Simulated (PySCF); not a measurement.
# Radial density of Be (beryllium, neutral)

M06-2X, [He] 2s1 3d1, high-spin 3D determinant (an excited configuration). Calculation: PySCF 2.14, in aug-cc-pCVQZ; the non-relativistic Hamiltonian (point nucleus).

```tsv
r (bohr)	4πr²ρ (e/bohr)	4πr²(ρα − ρβ)
0.00630	0.01704	0.0005
0.0106	0.04645	0.0014
0.0178	0.1239	0.0036
0.0300	0.3174	0.0092
0.0504	0.7607	0.0219
0.0848	1.630	0.0460
0.143	2.915	0.0784
0.240	3.892	0.0902
0.404	3.242	0.0362
0.679	1.287	0.0019
1.14	0.3940	0.2407
1.92	0.5021	0.5000
3.23	0.2889	0.2889
5.43	0.2726	0.2726
9.14	0.01507	0.0151
```

The outer electron is Rydberg-like, and this basis confines it to a smaller radius and binds it less than a complete one would. At M06-2X the highest occupied level has a positive energy, so only the finite basis holds that electron; for this excited configuration the basis is too tight for the outer shell.
